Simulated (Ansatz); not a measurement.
Name a neutral molecule of C, N, O, Si and H with HOMO–LUMO gap (PBE0/def2-TZVPP) between 7.10 and 7.40 eV and HOMO energy (B3LYP/def2-TZVPP) between -7.10 and -6.80 eV (Ansatz, PBE0-D4/def2-TZVP geometry).

`OC([SiH3])N[SiH3]` (7.17 eV, -6.86 eV); `N=C(N)O[SiH3]` (7.13 eV, -6.88 eV); `[SiH3]N[SiH]1CO1` (7.24 eV, -6.96 eV). Other molecules can fit too; these were computed, each in one conformer that needn't be the lowest.

B3LYP here is the variant with VWN-RPA as its local correlation; programs differ in this.
